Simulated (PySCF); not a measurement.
## Broadened absorption spectrum of C5H6F3P

Species: C5H6F3P.
Cartesian coordinates in Å at the GFN2-xTB level; atoms count from 1:
```
atom  x, y, z in Å
C1    -2.083    1.438    0.022
C2    -1.145    0.552    0.319
C3    -0.376   -0.170   -0.701
P4    -0.155   -2.027   -0.577
C5     1.050   -0.622   -0.463
C6     1.765   -0.275    0.806
F7     3.007   -0.786    0.819
F8     1.907    1.055    0.964
F9     1.169   -0.719    1.924
H10   -2.326    1.688   -0.997
H11   -2.636    1.950    0.789
H12   -0.924    0.322    1.353
H13   -0.567    0.179   -1.713
H14   -0.418   -2.074    0.796
H15    1.727   -0.503   -1.306
```

Level of theory: TDDFT CAM-B3LYP/def2-SVPD, vertical, gas phase, core orbitals frozen in the response in PySCF.

Computed states:

| state | E (eV) | f |
| --- | --- | --- |
| S1 | 5.94 | 0.243 |
| S2 | 6.65 | 0.133 |
| S3 | 6.79 | 0.137 |
| S4 | 6.91 | 0.195 |
| S5 | 7.09 | 0.026 |
| S6 | 7.41 | 0.015 |
| S7 | 7.52 | 0.013 |
| S8 | 7.69 | 0.033 |

Each state is given a Gaussian of 0.5 eV full width at half maximum, with ε(max) = 2.175×10⁸ f / Δν̃ (Δν̃ the width in cm⁻¹). The width is an assumption, not a result. The curve ends short of the highest state used, and states not computed would add to its high-energy end.

Q: Give the broadened spectrum and its maxima.

A: 
```csv
λ (nm),ε (L mol⁻¹ cm⁻¹)
175.0,12946
176.8,16772
178.6,20075
180.4,22200
182.3,22736
184.1,21609
185.9,19212
187.7,16062
189.5,12733
191.4,9587
193.2,7348
195.0,6048
196.8,5743
198.7,6398
200.5,7714
202.3,9384
204.1,11045
205.9,12356
207.8,13080
209.6,13017
211.4,12254
213.2,10936
215.0,9276
216.9,7397
218.7,5694
220.5,4196
222.3,2966
224.2,1972
226.0,1289
227.8,813
229.6,496
231.4,293
233.3,163
235.1,91
236.9,49
238.7,26
```

Maxima: 209 nm (5.94 eV), ε about 13000, made up of S1 (100%); 182 nm (6.82 eV), ε about 23000, made up of S2 (23%), S3 (32%) and S4 (42%) (ε in L mol⁻¹ cm⁻¹; maxima over ε = 5, shares over 10%).

Q: On this curve, what absorbance would a 10⁻⁵ mol/L sample give at 222 nm over a 1 cm path?

A: 222 nm is 5.585 eV, where ε is about 3200 L mol⁻¹ cm⁻¹, so A = ε c l ≈ 0.032 (Beer–Lambert, with the gas-phase spectrum and the assumed width).

Q: Coming from long wavelengths, where does ε first pass 100 L mol⁻¹ cm⁻¹?

A: At about 235 nm (5.28 eV), 0.66 eV below S1.

Q: What would ε be at 6.82 eV, the highest of these maxima, with half the width (0.25 eV)?

A: About 33000 L mol⁻¹ cm⁻¹ against 22800, a factor of about 1.4; a lone state at its own centre would give exactly 2.

One conformer stands for the species.
